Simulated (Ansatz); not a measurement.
Ansatz (an electronic-structure program) input (RI-MP2/def2-TZVPPD):
A basis named .json is the Basis Set Exchange file of that set.

Ansatz 0.2 input:
```yaml
crystal:
  periodic: [false, false, false]
  atoms:
    - {symbol: Ta, position_ang: [0.02997588, -0.02547137, 0.03885916]}
    - {symbol: F, position_ang: [1.79808358, -0.25356820, -0.55367668]}
    - {symbol: F, position_ang: [-1.03642662, -0.39363364, 1.54104889]}
    - {symbol: F, position_ang: [-1.00479466, 0.85380294, -1.30256319]}
basis:
  gaussian:
    orbitals: def2-TZVPPD.json
    fitting: {mean_field: def2-universal-jkfit, correlation: def2-TZVPPD-RIFIT.json}
magnetization: {spin_polarized: true, initial_magnetization: 2}
correlation: {method: mp2, electrons: outside_noble_gas}
```

Output:

```
Functional definition: HF
integrals: 0.13 GiB planned
458 factors; integrals over basis functions are off by at most 1.6e0 eV
469 factors; integrals over basis functions are off by at most 4.9e0 eV
mean field: 0.49 GiB planned
mean field evaluation 1: about -9654.8100 eV, gradient 3.9e1 eV
mean field evaluation 2: about -9657.4375 eV, gradient 3.4e1 eV
mean field evaluation 4: about -9660.9899 eV, gradient 1.5e0 eV
mean field evaluation 8: about -9661.0543 eV, gradient 1.3e-3 eV
mean field evaluation 16: about -9660.4107 eV, gradient 8.8e-1 eV
mean field evaluation 32: about -9660.3486 eV, gradient 8.8e-1 eV
mean field -9661.05426106 eV, -355.0371955962 hartree, gradient 2.9e-6 eV, S^2 2.006061; 8 other end points of the search recorded, 0 dependent functions left out
7 core orbitals not correlated
reference -9661.05426106 eV, -355.0371955962 hartree; 14, 12 occupied and 158, 160 virtual orbitals, 469 factors
second order -23.98796441 eV of doubles, -0.00000000 eV of singles
Total energy: -9685.04222547 eV, -355.9187370287 hartree
```

This is an excited triplet: at this geometry the singlet lies 0.33 eV lower at RI-MP2/CBS(def2-TZVPPD,def2-QZVPPD)+[CCSD(T)-MP2]/def2-SVPD.
